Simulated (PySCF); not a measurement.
Compound: 2,3-dimethyl-1-butanol, C6H14O.
Atom-mapped SMILES: `[CH3:1][CH:2]([CH3:3])[C@H:4]([CH3:5])[CH2:6][OH:7]` (hydrogens: H8, H9, H10 on C1; H11 on C2; H12, H13, H14 on C3; H15 on C4; H16, H17, H18 on C5; H19, H20 on C6; H21 on O7)

A PySCF run (density fitting, gas phase, GFN2-xTB geometry) gave HOMO -7.64 eV, LUMO 1.40 eV, dipole 1.51 D and E = -311.877 Eh.

Task: Which of these levels was it?
A. revPBE/6-31++G**
B. PBE0/pcSseg-1
C. PBE0/6-31++G**

Result: B. It is PBE0/pcSseg-1. All candidates on this geometry:

```csv
level and settings,kind,basis functions,SCF cycles,E (Eh),HOMO (eV),LUMO (eV),dipole (D)
revPBE/6-31++G**,GGA,210,15,-312.2037,-6.05,-0.67,1.43
PBE0/6-31++G**,global hybrid,210,13,-311.9396,-7.73,-0.07,1.50
PBE0/pcSseg-1,global hybrid,189,13,-311.8774,-7.64,1.40,1.51
```

The nearest other candidate, by the summed differences of HOMO and LUMO, is PBE0/6-31++G**: its HOMO differs by -0.09 eV and its LUMO by -1.47 eV. Cycle counts include a coarse-grid stage where the run had one. All basis functions are spherical, in the Pople sets too.

The values belong to the conformer `[CH3:1][CH:2]([CH3:3])[C@H:4]([CH3:5])[CH2:6][OH:7]`: C1–C2–C4–C5 48°, C2–C4–C6–O7 -62°, H–O7–C6–C4 180°.
